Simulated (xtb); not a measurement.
xtb input (GFN2-xTB):

```bash
xtb mol.xyz --gfn 2 --ohess tight --chrg -1 --uhf 0
```
mol.xyz:
```
14

C      1.06021941     0.67916811     1.11049266
B      0.49700873    -0.27943945     0.12533522
C      1.07158030    -1.68975871    -0.17566162
N     -0.75757911     0.07814915    -0.68586286
C     -1.59495523     1.18722463    -0.33609567
H      0.65061900     1.65970471     1.30751749
H      1.98254587     0.43380981     1.60876730
H      0.37391625    -2.52085545     0.03708516
H      1.98055930    -1.91694306     0.43373732
H      1.32051050    -1.79407007    -1.23661059
H     -1.32064246    -0.73450090    -0.86675868
H     -1.00085779     2.11319378    -0.44053398
H     -2.01919480     1.18339208     0.69842319
H     -2.44395475     1.26412087    -1.07867559
```

End of the output:

```
       4    227.13    -0.56694 ( 99.77%)    -0.60803 (  0.23%)    -0.56703
       5    295.95    -0.42925 ( 99.92%)    -0.52966 (  0.08%)    -0.42933
   ------------------------------------------------------------------------

   temp. (K)  partition function   enthalpy   heat capacity  entropy
                                   cal/mol     cal/K/mol   cal/K/mol   J/K/mol
 298.15  VIB   57.1                 2919.149     19.535     17.687
         ROT  0.106E+06              888.752      2.981     25.981
         INT  0.606E+07             3807.901     22.515     43.668
         TR   0.566E+27             1481.254      4.968     38.634
         TOT                        5289.1550    27.4836    82.3023   344.3527

       T/K    H(0)-H(T)+PV         H(T)/Eh          T*S/Eh         G(T)/Eh
   ------------------------------------------------------------------------
    298.15    0.842880E-02    0.123866E+00    0.391045E-01    0.847613E-01
   ------------------------------------------------------------------------

         :::::::::::::::::::::::::::::::::::::::::::::::::::::
         ::                  THERMODYNAMIC                  ::
         :::::::::::::::::::::::::::::::::::::::::::::::::::::
         :: total free energy         -15.211043780334 Eh   ::
         ::.................................................::
         :: total energy              -15.295805052567 Eh   ::
         :: zero point energy           0.115436927324 Eh   ::
Note: The following floating-point exceptions are signalling: IEEE_UNDERFLOW_FLAG IEEE_DENORMAL
normal termination of xtb
         :: G(RRHO) w/o ZPVE           -0.030675655091 Eh   ::
         :: G(RRHO) contrib.            0.084761272233 Eh   ::
         :::::::::::::::::::::::::::::::::::::::::::::::::::::

optimized geometry written to: xtbopt.xyz

           -------------------------------------------------
          | TOTAL ENERGY              -15.295805052567 Eh   |
          | TOTAL ENTHALPY            -15.171939320253 Eh   |
          | TOTAL FREE ENERGY         -15.211043780334 Eh   |
          | GRADIENT NORM               0.000286841055 Eh/α |
          | HOMO-LUMO GAP               5.231991870293 eV   |
           -------------------------------------------------

------------------------------------------------------------------------
------------------------------------------------------------------------
 total:
 SCF:
 ANC optimizer:
 analytical hessian:
```

It need not be the lowest isomer of its formula. Whether it binds its extra electron was not tested at this geometry.
